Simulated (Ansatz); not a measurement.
Relaxation of Al₃BClH₅O (11 atoms, charge 0, multiplicity 1), to a largest force component of 0.02 eV/Å in at most 50 steps.

These are results of RKS B3LYP/6-31G in Ansatz, not measurements.

```xyz
11
Properties=species:S:1:pos:R:3:forces:R:3
B -1.471 -1.070 1.436 -0.02 1.67 1.18
Al -0.275 -0.362 -0.079 0.57 0.31 -0.49
Al 0.113 -1.771 -2.092 0.21 -0.02 -0.42
Al 0.899 1.872 0.107 -1.00 0.40 0.97
O 0.529 2.901 1.569 1.52 -0.98 -0.26
Cl 2.170 2.579 -1.498 0.56 0.44 -0.51
H -1.686 -0.347 2.376 -0.15 -0.44 0.04
H -2.001 -2.065 1.326 -0.87 -1.59 0.15
H 1.119 -1.230 -3.191 0.17 -0.11 -0.41
H -0.553 -3.201 -2.182 -0.14 -0.45 -0.20
H 1.221 2.637 2.248 -0.86 0.76 -0.05
```

Question: Where does it end, and by what steps?

Answer: It converged. The force dipped under the threshold on the way, but the program's further checks kept it going. Limits of this set-up: no polarisation functions. After 48 steps the energy has fallen by 1.476 eV; Cl6 moved furthest, 2.35 Å.

| step | energy less start (eV) | largest force component (eV/Å) | accepted |
| --- | --- | --- | --- |
| 0 | 0.0000 | 1.668 | yes |
| 2 | -0.5703 | 1.329 | yes |
| 4 | -0.8231 | 1.036 | yes |
| 6 | -0.9613 | 0.496 | yes |
| 8 | -1.1102 | 0.298 | yes |
| 10 | -1.1976 | 0.210 | yes |
| 12 | -1.2367 | 1.126 | yes |
| 14 | -1.2700 | 0.658 | yes |
| 16 | -1.3657 | 0.295 | yes |
| 18 | -1.3962 | 0.261 | yes |
| 20 | -1.4302 | 0.021 | yes |
| 22 | -1.4339 | 0.080 | yes |
| 24 | -1.4367 | 0.017 | yes |
| 26 | -1.4388 | 0.087 | yes |
| 28 | -1.4418 | 0.081 | yes |
| 30 | -1.4438 | 0.235 | yes |
| 32 | -1.4488 | 0.074 | yes |
| 34 | -1.4552 | 0.147 | yes |
| 36 | -1.4616 | 0.200 | yes |
| 38 | -1.4673 | 0.115 | yes |
| 40 | -1.4700 | 0.128 | yes |
| 42 | -1.4726 | 0.055 | yes |
| 44 | -1.4744 | 0.080 | yes |
| 46 | -1.4754 | 0.036 | yes |
| 48 | -1.4756 | 0.012 | yes |

```xyz
11
Properties=species:S:1:pos:R:3
B -2.154 -0.734 1.117
Al -0.456 -0.419 -0.085
Al 0.409 -1.951 -1.981
Al 0.851 1.742 0.416
O 2.193 1.790 1.486
Cl 0.316 3.684 -0.575
H -3.232 -0.312 0.805
H -2.105 -1.346 2.146
H -0.070 -1.751 -3.507
H 1.461 -3.135 -1.674
H 2.851 2.376 1.872
```

Run time: 9 min on 1 thread of Arm Neoverse N1, with other jobs on the host, peak memory 0.2 GiB.
